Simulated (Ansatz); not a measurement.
Mulliken charges of F2H2SeSi, SMILES `F[SiH](F)[SeH]` from r2SCAN/def2-TZVPP in Ansatz (PBE0-D4/def2-TZVP geometry).

```csv
atom,x (Å),y (Å),z (Å),charge (e)
F1,-0.258,-1.656,0.418,-0.297
Si2,0.470,-0.309,0.010,0.764
F3,0.637,-0.381,-1.565,-0.297
Se4,-0.728,1.490,0.626,-0.171
H5,1.798,-0.256,0.644,-0.077
H6,-1.877,1.049,-0.179,0.079
```

Task: By hand: the dipole of these point charges (1 e Å = 4.8032 D).

Result: Σ q r = (0.084, 0.217, 0.178) e Å, of length 0.293 e Å = 1.41 D.

Task: How does the dipole of the full density compare? (Estimate.)

Result: Ansatz gave: (-0.002, 0.140, 0.089) e Å, 0.80 D; the point charges give 1.76 times that, at 19° from its direction.

Point charges leave out the atoms' own dipoles, such as those of lone pairs, and Mulliken's split depends on the basis, so the two needn't agree.
